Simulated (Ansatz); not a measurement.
Cartesian coordinates in Å:
```
C 0.7275 -1.0567 1.1123
O 0.6563 0.3588 1.2509
C 0.0589 1.0727 0.3076
Si -0.7551 0.4096 -1.2854
S -0.0412 2.6893 0.4352
H 1.2516 -1.4137 1.9962
H 1.2878 -1.3343 0.2173
H -0.2709 -1.4969 1.0759
H -0.6745 -1.0706 -1.4457
H -0.0579 1.0435 -2.4264
H -2.1824 0.7983 -1.2378
```

Charge 0, multiplicity 1.

(1) List the PBE/def2-TZVPP orbital energies in eV (the Gaussian-basis code of Ansatz). (Best estimate.)

Answers

(1) Computed: Occupied: -2395.22, -1779.87, -512.25, -271.81, -270.90, -208.18, -154.30, -154.27, -154.08, -137.63, -94.37, -94.35, -94.33, -27.81, -19.94, -17.79, -14.85, -13.83, -12.24, -11.95, -11.15, -9.56, -9.56, -8.62, -8.57, -7.85, -6.49, -5.40. Lowest empty: -2.89, -0.43, 0.17, 0.41, 0.52, 1.14, 1.29, 1.75.
